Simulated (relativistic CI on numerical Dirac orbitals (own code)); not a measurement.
Tl XI: sensitivity of the levels to the model

Base calculation: Dirac-Coulomb-Breit CI, KLI orbitals optimised for each configuration, QED by a radiative potential, unscaled Slater integrals.

Configurations in the expansion (outside the closed core [Kr] 4d10 4f14): 5s²5p⁶5d³, 5s²5p⁶5d²6s, 5s²5p⁶5d²5f, 5s²5p⁵5d⁴, 5s²5p⁶5d²6p, 5s²5p⁶5d²5g, 5s²5p⁶5d6s6p, 5s²5p⁶5d5f6s, 5s5p⁶5d⁴, 5s²5p⁶5d²6d, 5s²5p⁶5d²7s, 5s²5p⁶5d6s², 5s²5p⁶5f6s², 5s²5p⁶6s²6p, 5s²5p⁶5g6s², 5s²5p⁶5d5f², 5s²5p⁶5f²6s, 5s²5p⁶5f³, 5s²5p⁶5f²6p, 5s²5p⁶5f²5g, 5s²5p⁶5d6p², 5s²5p⁶6s6p², 5s²5p⁶5f6p², 5s²5p⁶6p³, 5s²5p⁶5g6p², 5s²5p⁶5d5f6p, 5s²5p⁶5f6s6p, 5s²5p⁶5f5g6p. Double excitations out of closed p, d and f shells are left out; levels of such configurations are missing from the list, as are those of other unlisted configurations, and high levels can miss mixing partners. These lack a partner that the ground configuration has and come out too high: 5s²5p⁶5d²6d, 5s²5p⁶5d²7s.

Variants: (1) valence Slater integrals scaled by 0.9; (2) configuration mixing switched off; (3) Breit term removed. Shifts of the energy above 5s²5p⁶5d³ ⁴F3/2, in cm⁻¹, for the lowest level and the first level of each name with at least 55 % of one term (blank where a level changes its place among those of its configuration and J or its character, or is not in the variant):

| Level | Base | Δ(1) | Δ(2) | Δ(3) |
| --- | --- | --- | --- | --- |
| 5s²5p⁶5d³ ⁴F3/2 | 0 | 0 | 0 | 0 |
| 5s²5p⁶5d³ ⁴F5/2 | 16760 | +546 | -439 | +479 |
| 5s²5p⁶5d³ ⁴F7/2 | 26789 | +40 | -319 | +625 |
| 5s²5p⁶5d³ ⁴P1/2 | 31859 | -928 | +1289 | +472 |
| 5s²5p⁶5d³ ²G7/2 | 48015 | -592 | -5 | +919 |
| 5s²5p⁶5d³ ⁴P5/2 | 48814 | -1307 | +1285 | +775 |
| 5s²5p⁶5d³ ²P1/2 | 59220 | -1155 | +1632 | +1005 |
| 5s²5p⁶5d³ ²H11/2 | 64778 | -1871 | -715 | +1087 |
| 5s²5p⁶5d³ ²D5/2 | 67573 | -1998 | +2038 | +1036 |
| 5s²5p⁶5d³ ²F5/2 | 72328 | -3063 | +1821 | +876 |
| 5s²5p⁶5d³ ²F7/2 | 75992 | -2979 | +1616 | +1024 |
| 5s²5p⁶5d³ ²P3/2 | 83071 | -1740 | +1849 | +1402 |
| 5s²5p⁶5d²6s ⁴F3/2 | 316697 | -237 | -352 | -34 |
| 5s²5p⁶5d²6s ⁴F5/2 | 321110 | -567 | +211 | -2 |

At this charge energies of transitions that change n are usually good to better than 1 %, and those within a shell (Δn = 0) to a few per cent. Terms inside the open d or f shell come out 10 to 20 % too wide with unscaled integrals. Levels and lines within the n = 5 or 6 shells can be off by up to 10 % or somewhat more, and those that change n by about 2 %, since core polarisation is missing.

Ionisation energy from the two ground configurations alone: base 176.903 eV; valence Slater integrals scaled by 0.9 176.819 eV; Breit term removed 176.975 eV. The NIST ASD value (theoretical) is 177 eV.

LS names give the leading component of a level, which can be under half, so a name can repeat, a term be missing and a line seem to break the LS rules.
